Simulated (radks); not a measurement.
Values are calculated unless marked as measured or tabulated.
Code: a radial shooting solver on a logarithmic mesh with Libxc functionals. Model: Dirac Kohn-Sham, PBE, spin-unpolarised, spherical densities, finite nucleus; open shells are shared between the two j in proportion to 2j + 1; Fermi nuclear charge, rms radius of each element as measured or else 0.836 A^(1/3) + 0.57 fm. Each species is in its NIST ground configuration. Rank Ru, Rh, Zr, Tc, Mo, Cd, Pd, Nb, Ag by Delta-SCF ionisation energy (eV), largest first.

Answer. Cd 9.274, Pd 9.120, Tc 8.154, Ag 7.759, Rh 7.462, Ru 7.294, Zr 7.137, Mo 6.891, Nb 6.638.
